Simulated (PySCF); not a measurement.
# Working out the ionisation energy of Ne²⁺

Ne²⁺ [He] 2s2 2p4 (3P) → Ne³⁺ [He] 2s2 2p3 (4S). Computed with PySCF 2.14 in cc-pVDZ-DK (3s2p1d, 14 functions), with scalar relativity by spin-free X2C-1e. Frozen: 1s2. Energies in hartree (1 hartree = 27.21139 eV):

| part | Ne²⁺ (lower) | Ne³⁺ (upper) |
| --- | --- | --- |
| UHF | -126.455444 | -124.187834 |
| CCSD correlation | -0.106252 | -0.080391 |
| (T) | -0.000641 | -0.000269 |

What does Hartree-Fock give?

(-124.187834) − (-126.455444) = 2.267610 hartree = 61.705 eV.

What do CCSD and CCSD(T) give?

The CCSD correlation energies differ by 0.025861 hartree = 0.704 eV and the triples by 0.000372 hartree = 0.010 eV, so CCSD gives 62.409 eV and CCSD(T) 62.419 eV.

Reference: 63.423 eV (measured; NIST Atomic Spectra Database, ionization energies), between the lowest levels; spin-orbit coupling is absent from the calculation.

A double-zeta basis recovers only part of the correlation energy.

What remains against the reference includes basis incompleteness, the frozen core and higher excitations.
